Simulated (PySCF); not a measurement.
## C₂H₅N, SMILES `C=NC` (charge 0, multiplicity 1)

Level of theory: PBE-D3(BJ)/def2-TZVP // B3LYP-D3(BJ)/def2-TZVP (PySCF).

The HOMO comes out as -5.84 eV, the dipole moment is 1.38 D and the HOMO–LUMO gap is 4.43 eV. The LUMO is -1.41 eV and the total energy is -133.8173 Ha. The cost is around 23 core-seconds (rough).

Bond lengths (Å): C1–N2 1.259, C1–H4 1.099, C1–H5 1.088, N2–C3 1.448, C3–H6 1.092, C3–H7 1.092, C3–H8 1.099. Bond angles (°): N2–C1–H4 123.4, N2–C1–H5 119.5, H4–C1–H5 117.2, C1–N2–C3 118.2, N2–C3–H6 108.9, N2–C3–H7 108.9, N2–C3–H8 113.6, H6–C3–H7 106.9, H6–C3–H8 109.1, H7–C3–H8 109.1.
Charge 0, spin multiplicity 1.
